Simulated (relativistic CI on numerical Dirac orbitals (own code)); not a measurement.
**Mg²⁺: q coefficients**

Calculated at this level of theory: Dirac-Coulomb-Breit CI, orbitals from a KLI potential per configuration, valence Slater integrals scaled by 0.85, P86 correlation energy added to each configuration, derivatives by finite differences, QED left out (own radial code, finite nucleus).

Configuration list (outside the closed core 1s2): 2s²2p⁶, 2s²2p⁵3s, 2s²2p⁵3p, 2s²2p⁵3d, 2s²2p⁴3s², 2s²2p⁴3s3p, 2s2p⁶3s, 2s²2p⁴3p². Levels of other configurations are missing.

With x = (α/α₀)² − 1 an excitation energy changes as ω = ω₀ + qx; K = 2q/ω₀ is the relative enhancement. Terms are leading LS components, so labels can repeat.

Lowest level 2s²2p⁶ ¹S0.

```csv
Level,ω₀ (cm⁻¹),q (cm⁻¹),K
2s²2p⁵3s ³P°2,423194,-1350,-0.00638
2s²2p⁵3s ³P°1,424381,-438,-0.00206
2s²2p⁵3s ³P°0,425376,837.2,0.00394
2s²2p⁵3s ¹P°1,428598,-67.51,-0.000315
2s²2p⁵3p ³S1,465776,-545.5,-0.00234
2s²2p⁵3p ³D3,471111,-1008,-0.00428
2s²2p⁵3p ³D2,471651,-806.1,-0.00342
2s²2p⁵3p ³D1,472483,-36.94,-0.000156
2s²2p⁵3p ¹D2,473897,-854.4,-0.00361
2s²2p⁵3p ¹P1,474841,-35.59,-0.00015
2s²2p⁵3p ³P2,475261,657.7,0.00277
2s²2p⁵3p ³P0,475534,263.9,0.00111
2s²2p⁵3p ³P1,475787,630.2,0.00265
```

For a near-neutral ion this model can misplace configurations by up to about 10,000 cm⁻¹ (more where the count of f electrons changes) and terms by 10 to 25 % of their spread. Rates follow the energies as ν³ (E1, M1) or ν⁵ (E2), so they and the lifetimes can be off by large factors. The fine structure of a lone outer electron comes out too small, for d and f at times inverted, and misplaced configurations move strength between like terms.
